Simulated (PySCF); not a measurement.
Work out the structure from these simulated measurements.

Formula: C2H7F2NSi2.

- UV, strongest line: among the 10 lowest singlet transitions: S9 at 8.48 eV (146 nm, f = 0.061) [TDDFT CAM-B3LYP/def2-SVPD]
- XPS: Si2p3/2 107.3, Si2p3/2 107.9, C1s 290.6, C1s 292.6, N1s 404.6, F1s 692.0, F1s 692.1, Si1s 1847.1, Si1s 1847.9 eV [ΔSCF SCAN, pcX-2 on the ionised atom, pcseg-1 elsewhere, spin-free X2C, 2p3/2 from a spin–orbit splitting computed afterwards within the 2p shell]
- NMR, other nuclei: isotropic shieldings of nuclei other than C and H, by class: 227 (1 N), 333 (1 F), 418 (1 F), 366 (1 Si), 378 (1 Si) ppm [GIAO PBE0/pcSseg-1]
- Rotational structure: rotational constants A, B, C: 2.309, 1.654, 1.121 GHz [PBE0-D3(BJ)/def2-SVP]
- UV, first state: lowest singlet excitation: 6.85 eV (181 nm, f = 0.009) [TDDFT CAM-B3LYP/def2-SVPD]
- 13C NMR: chemical shifts (computed TMS as zero) by class: 85.0 (1 C), 14.5 (1 C) ppm [GIAO PBE0/pcSseg-1]

The electronic properties come from PySCF, for the isolated species, density fitting. Levels stand in brackets. Isolated species at its PBE0-D3(BJ)/def2-SVP geometry (one conformer only). Each NMR value is the plain mean over a class of atoms that symmetry, rotation or inversion makes alike.

**Question.** Give a SMILES that accounts for the data.

**Answer.** Numbering: `[F:1][C@@H:2]1[CH2:3][SiH2:4][NH:5][Si@@H:6]1[F:7]`. Its formula, C2H7F2NSi2, gives 1 degree of unsaturation: 1 ring and 0 π bonds in the structure found. 2 carbons fall into 2 classes; from least to most shielded: sp3 C–F carbon [C2] (85.0 ppm), ring sp3 carbon bound to silicon [C3] (14.5 ppm). The other shieldings belong to: 227 ppm, nitrogen bridging silicon atoms [N5]; 333 ppm, silicon-bound fluorine [F7]; 418 ppm, alkyl fluorine [F1]; 366 ppm, fluorine-bound silicon [Si6]; 378 ppm, SiH2 silicon [Si4]. The core levels belong to: Si2p3/2 107.3 eV, SiH2 silicon [Si4]; Si2p3/2 107.9 eV, fluorine-bound silicon [Si6]; C1s 290.6 eV, sp3 carbon bound to silicon [C3]; C1s 292.6 eV, sp3 C–F carbon [C2]; N1s 404.6 eV, nitrogen bridging silicon atoms [N5]; F1s 692.0 eV, silicon-bound fluorine [F7]; F1s 692.1 eV, alkyl fluorine [F1]; Si1s 1847.1 eV, SiH2 silicon [Si4]; Si1s 1847.9 eV, fluorine-bound silicon [Si6]. The optimised geometry has point group C1 and is an asymmetric top. Structure: `F[C@@H]1C[SiH2]N[Si@@H]1F`. The assignments are read from this structure; whether some other isomer fits the data as well wasn't checked. The mirror image fits equally.
